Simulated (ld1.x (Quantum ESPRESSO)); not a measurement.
# Which change was made? (Cr, PAW)

* Element: Cr
* Generator: ld1.x (Quantum ESPRESSO) 7.5
* Type: PAW
* Functional: LDA (PZ)
* Relativity: scalar-relativistic
* Frozen core: [Ar]
* Valence charge: 6
* Reference configuration: 3d5 4s0 4p1
* Partial waves: 4s (bound, empty): rcut 2.10, rcutus 2.35 bohr; 4s channel at 0.1 Ry: rcut 2.10, rcutus 2.35 bohr; 4p (bound): rcut 3.20, rcutus 4.00 bohr; 4p channel at 1.65 Ry: rcut 3.20, rcutus 4.00 bohr; 3d (bound): rcut 1.00, rcutus 1.40 bohr; 3d channel at 3.05 Ry: rcut 1.00, rcutus 1.40 bohr
* Local potential: all-electron potential smoothed inside 1.30 bohr (lloc = -1)
* Core correction: a·sin(br)/r model core inside 1.20 bohr
* Augmentation charge: BESSEL, radius 1.15 bohr

Cutoffs, loose and tight: the cutoffs (Ry, on a coarse ladder) from which the occupation-weighted sum of valence levels, in a spherical-Bessel basis at the reference potential, stays within 10 and 1 mRy of its value at 400 Ry. They do not see the model core or the augmentation charge, which bear on the density cutoff. Test errors are all-electron minus pseudo excitation energies from the reference, over the configurations 3d5 4s1 4p0; 3d5 4s0 4p0; 3d4 4s0 4p0; 3d5 4s0.5 4p0; 3d4 4s1 4p0; 3d4 4s1 4p1; 3d3 4s0 4p0 (two spin-polarised tests are not counted in the largest error); variants that change the core or the reference have their own tests. The largest error is taken over the tests solved by every variant that gives reliable tests at all, those not shown here included: 3d3 4s0 4p0; 3d4 4s0 4p0; 3d4 4s1 4p0; 3d5 4s0 4p0; 3d5 4s0.5 4p0; 3d5 4s1 4p0.

The base gives: outcome: generated; cutoff, loose: 50 Ry; cutoff, tight: 90 Ry; bound ghosts: s; largest test error (meV): -937.

Problem. After one change the result is: outcome: generated, overlap not positive; bound ghosts: not determined (overlap not positive); largest test error (meV): test run stopped at test 1 of 9 (negative rho). Which change was it?
A. local potential all-electron potential smoothed inside 2.65 bohr (lloc = -1)
B. all radii but the core radius scaled by about 1.26 (s 2.96, p 5.02, d 1.76 bohr, rcut 2.64/4.02/1.26); local potential all-electron potential smoothed inside 1.64 bohr (lloc = -1); augmentation BESSEL, radius 1.44 bohr
C. local potential all-electron potential smoothed inside 3.96 bohr (lloc = -1)

Solution. C. The others give: local potential all-electron potential smoothed inside 2.65 bohr (lloc = -1) → outcome: generated; cutoff, loose: 50 Ry; cutoff, tight: 90 Ry; bound ghosts: none; largest test error (meV): test run stopped at test 1 of 9 (negative rho) | all radii but the core radius scaled by about 1.26 (s 2.96, p 5.02, d 1.76 bohr, rcut 2.64/4.02/1.26); local potential all-electron potential smoothed inside 1.64 bohr (lloc = -1); augmentation BESSEL, radius 1.44 bohr → outcome: generated; cutoff, loose: 35 Ry; cutoff, tight: 50 Ry; bound ghosts: s; largest test error (meV): -942. A file whose overlap is not positive is unfit for use, and its test errors describe a broken file.
